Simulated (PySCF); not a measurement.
CBr4. Atoms are numbered in the order given.

```xyz
5

Br     1.1170     1.1170     1.1170
C      0.0000     0.0000     0.0000
Br    -1.1170     1.1170    -1.1170
Br    -1.1170    -1.1170     1.1170
Br     1.1170    -1.1170    -1.1170
```

Coordinates come from a PBE0-D3(BJ)/def2-SVP optimisation.

The numbers are results of PBE0/pcSseg-1 (PySCF), not measurements.

GIAO shieldings, no solvent; atoms alike by connectivity are averaged. δ = σ(ref) − σ: ¹³C against TMS (σ = 186.3 ppm), references at their B3LYP-D3(BJ)/def2-TZVP geometries, non-relativistic (without spin–orbit terms, shifts of atoms bonded to Cl or Br come out too high).

```tsv
nucleus	atoms	count	δ (ppm)
¹³C	C2	1	136.6
```
